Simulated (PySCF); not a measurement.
C5H4F2O, SMILES O1C[C@H](C1(F)F)C#C. Geometry optimised at B3LYP-D3(BJ)/def2-SVP. The structure was generated by enumeration; whether it is a known compound was not checked.

Computed equilibrium geometry at B3LYP-D3(BJ)/def2-SVP (PySCF confirms it by a frequency run) as bond lengths and angles:
Atoms: C1 C2 C3 C4 O5 C6 F7 F8 H9 H10 H11 H12. Bonded distances (Å): C1–C2 1.210, C1–H9 1.074, C2–C3 1.448, C3–C4 1.551, C3–C6 1.549, C3–H10 1.101, C4–O5 1.448, C4–H11 1.100, C4–H12 1.100, O5–C6 1.380, C6–F7 1.344, C6–F8 1.343. Angles (°): C2–C1–H9 179.5, C1–C2–C3 179.3, C2–C3–C4 119.1, C2–C3–C6 118.8, C2–C3–H10 111.4, C4–C3–C6 82.7, C4–C3–H10 112.4, C6–C3–H10 109.4, C3–C4–O5 90.7, C3–C4–H11 116.0, C3–C4–H12 114.5, O5–C4–H11 111.7, O5–C4–H12 111.7, H11–C4–H12 110.8, C4–O5–C6 92.8, C3–C6–O5 93.4, C3–C6–F7 115.7, C3–C6–F8 116.1, O5–C6–F7 112.2, O5–C6–F8 112.4, F7–C6–F8 106.7.
Charge 0, spin multiplicity 1.
